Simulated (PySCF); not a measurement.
Compound: C₅H₅F₂OS (doublet state).
Geometry (GFN2-xTB, Å), atoms numbered from 1 in this order:
```xyz
14
C5H5F2OS angstrom
O     -0.172    2.369    0.329
S     -0.324    1.121    1.065
C      0.676   -0.086    0.138
C      2.146   -0.059    0.303
F      2.750   -1.111   -0.336
C     -0.051   -0.789   -0.795
C     -1.412   -0.609   -0.749
C     -1.868    0.188    0.405
F     -2.889    1.042    0.134
H      2.572    0.861   -0.126
H      2.431   -0.118    1.362
H      0.428   -1.428   -1.521
H     -2.109   -0.952   -1.491
H     -2.179   -0.430    1.260
```

The hyperfine couplings belong to this conformer and change with its torsions.

As a line formula: `O=[S@@]1C(CF)=C[CH][C@@H]1F` [radical].

Method: UKS B3LYP, pcH-1 on C F H O S, non-relativistic, mean-field spin-orbit, GIAO (PySCF). Isolated species at its GFN2-xTB geometry (one conformer only). A GFN2-xTB geometry isn't a minimum of the functional, and hyperfine couplings can be far from their values at a DFT geometry. Stability of the SCF solution: not tested. ⟨S²⟩ is 0.774 where a pure state has 0.75.

Task: Where do the isotropic ENDOR lines of F9, F5, H10, H11, H14, H13 and H12 fall at 3359.3 mT, to first order?

Result: For S = 1/2 in fast tumbling each set of equivalent nuclei gives two lines, ν± = |νn ± a/2| to first order, with νn = g_N μN B/h and μN/h = 7.62259 MHz/T.

```tsv
nuclei	isotope	g_N	νn (MHz)	a_iso (MHz)	lower line (MHz)	upper line (MHz)
F9	19F	5.2577	134.63	41.80	113.73	155.53
F5	19F	5.2577	134.63	5.87	131.70	137.57
H10	1H	5.5857	143.03	86.20	99.93	186.13
H11	1H	5.5857	143.03	61.05	112.50	173.56
H14	1H	5.5857	143.03	54.84	115.61	170.45
H13	1H	5.5857	143.03	-42.67	121.70	164.37
H12	1H	5.5857	143.03	12.62	136.72	149.34
```

Task: Which pairs are centred on the nuclear Larmor frequency, and which on half the coupling?

Result: Centred on νn, since |a| < 2νn: F9, F5, H10, H11, H14, H13 and H12. No pair has |a| > 2νn.

Task: At what field would the lower line of F9 fall to zero frequency?

Result: Where νn = |a|/2, that is B = 20.90 MHz/(5.2577 × 7.62259 MHz/T) = 522 mT, as far as first order holds there.

The run took 2.1 min of wall time (grids of density and orbitals included) on one thread of an Arm Neoverse V2, shared host with 96 logical CPUs at a one-minute load of 82, and the process peaked at 0.97 GiB of memory.
